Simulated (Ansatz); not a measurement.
Z-matrix (Å, degrees):
```
Si
C 1 1.927
O 1 1.637 2 110.1
H 1 1.476 2 109.2 3 117.7
H 1 1.484 2 104.8 3 -121.8
F 2 1.379 1 109.3 3 56.4
O 2 1.349 1 112.7 3 -65.9
F 2 1.371 1 110.5 3 170.4
H 3 0.959 1 118.1 2 -58.1
H 7 0.968 2 109.0 1 178.8
```

Charge 0, multiplicity 1.

Question: List the PBE/def2-TZVPP orbital energies in eV (Ansatz 0.2.0). (Best estimate.)

Answer: Computed: Occupied: -1780.36, -660.41, -660.41, -511.45, -510.70, -274.01, -138.05, -94.81, -94.77, -94.75, -31.70, -29.90, -26.92, -25.45, -17.21, -14.74, -14.43, -13.73, -13.14, -11.18, -10.86, -10.31, -9.71, -9.42, -9.26, -9.01, -8.08, -7.95, -7.32. Lowest empty: -0.90, 0.09, 0.36, 0.94, 1.20, 1.59, 2.58, 3.21.
